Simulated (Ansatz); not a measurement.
Q: Predict a relaxed structure of SnH3(nBu) (C4H12Sn), charge 0, singlet, at B3LYP-D4/def2-SVP (Ansatz).

A: 
```
atom    x (Å)    y (Å)    z (Å)
  C1  -0.2295   0.3958  -0.8389
  C2  -0.4676  -0.1077   0.5884
  C3   0.1211  -1.4986   0.8737
  C4   1.6465  -1.5680   0.7995
 Sn5  -1.1364   2.3346  -1.2442
  H6  -0.8302   2.8236  -2.8678
  H7  -2.8406   2.2459  -1.0000
  H8  -0.4903   3.5212  -0.1737
  H9  -0.6395  -0.3131  -1.5782
 H10   0.8450   0.4981  -1.0592
 H11  -0.0472   0.6129   1.3144
 H12  -1.5526  -0.1395   0.7921
 H13  -0.2072  -1.8176   1.8788
 H14  -0.3182  -2.2263   0.1669
 H15   2.0137  -2.5733   1.0602
 H16   2.0210  -1.3357  -0.2104
 H17   2.1120  -0.8522   1.4983
```
 This is one stationary point.

In the def2 sets Sn takes a core potential; there is no spin–orbit coupling. Another isomer (singlet) lies 0.81 eV lower at PBE0-D4/def2-TZVP; other spin states weren't run for this one.
